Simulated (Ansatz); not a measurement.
## Abstraction of H: SnH(NH2)3 + C3H6N → Sn(NH2)3 + C3H7N

Species: SnH(NH2)3, singlet; C3H6N `C=C[N]C`, doublet; Sn(NH2)3, doublet; C3H7N `C=CNC`, singlet. A radical takes H: the energy is the difference in strength between the Sn–H bond broken and the N–H bond made.

Shapes, held fixed at every level: PBE0-D4/def2-TZVP. Flexible molecules stand in one conformer, not always the lowest. Programs: Ansatz 0.2.0. Electronic energies: no zero-point or thermal term.

| level | kind | ΔE (kJ/mol) |
| --- | --- | --- |
| HF/def2-TZVPP | Hartree–Fock | -7.1 |
| PBE-D4/def2-TZVPP | GGA | -96.9 |
| r2SCAN-D4/def2-TZVPP | meta-GGA | -78.7 |
| B3LYP-D4/def2-TZVPP | global hybrid | -84.6 |
| wB97M-V/def2-TZVPP | range-separated hybrid | -76.0 |
| wB97X-V/def2-TZVPP | range-separated hybrid | -64.1 |
| B2PLYP/def2-TZVPP | double hybrid | -82.5 |

B2PLYP/def2-TZVPP gives ΔE = -82.5 kJ/mol; the levels span -96.9 to -7.1. The median of the levels is -78.7. No measured value is set beside it here. Spin contamination: C3H6N (⟨S²⟩ up to 0.96). Open shells run unrestricted. For atoms past krypton def2 sets carry core potentials with scalar relativity. Outer-core shells of Sn are correlated, in sets that cover them unevenly.
